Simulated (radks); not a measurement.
The numbers below are computed, except where a source is named.
Q: The mean radii <r> (bohr) of the occupied orbitals of an atom or ion are listed with their occupations. Code: a radial shooting solver on a logarithmic mesh with Libxc functionals. Model: scalar-relativistic Kohn-Sham, PBE, spin-unpolarised, spherical densities, point nucleus.

| orbital | occ. | <r> |
|---|---|---|
| 1s | 2 | 0.01714 |
| 2s | 2 | 0.07234 |
| 2p | 6 | 0.06523 |
| 3s | 2 | 0.1871 |
| 3p | 6 | 0.1882 |
| 3d | 10 | 0.1704 |
| 4s | 2 | 0.4150 |
| 4p | 6 | 0.4418 |
| 4d | 10 | 0.4680 |
| 5s | 2 | 0.9419 |
| 4f | 14 | 0.5142 |
| 5p | 6 | 1.074 |
| 5d | 5 | 1.381 |

Name the element and its charge.

A: Z = 78, platinum, charge +5: Pt5+ in [Xe] 4f14 5d5. The 1s radius gives Z: for a bare nucleus <r> = (2 gamma + 1)/(2Z) with gamma = sqrt(1 - (Z/c)^2), 0.01695 bohr for Z = 78, and screening makes it slightly larger (0.01714 here). The occupations add up to 73, and the charge is Z minus that.
